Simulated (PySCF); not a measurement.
## Ionisation energy of Yb²⁺ by level of theory

Yb²⁺ [Xe] 4f14 → Yb³⁺ [Xe] 4f13 [4f5/2^6 4f7/2^7, M_J = 7/2], as a difference of total energies. All numbers are calculated (PySCF 2.14, the two-component X2C-1e Hamiltonian, in x2c-SVPall-2c (7s10p9d3f1g, 112 functions)). Correlated levels: [Ar] 3d10 frozen; the 16 highest virtual spinors dropped. "Screened" scales the spin-orbit matrix elements by Boettger's factors to mimic the two-electron term; Breit and QED terms are absent.

```json
{"method": "GHF (spin-free)", "ionisation energy (eV)": "20.816"}
{"method": "GMP2 (spin-free)", "ionisation energy (eV)": "26.465"}
{"method": "GHF (screened spin-orbit)", "ionisation energy (eV)": "20.151"}
{"method": "GMP2 (screened spin-orbit)", "ionisation energy (eV)": "25.820"}
```

The spin-free rows lack the spin-orbit shift.

Errors of the correlated levels include the incompleteness of this basis and the frozen core.

Q: Which method comes closest to the reference value, and which is furthest?

A: The reference is 25.053 ± 0.025 eV (semi-empirical (NIST evaluation); NIST Atomic Spectra Database, ionization energies). Closest: GMP2 (screened spin-orbit) (error 0.767 eV); furthest: GHF (screened spin-orbit) (error -4.902 eV).
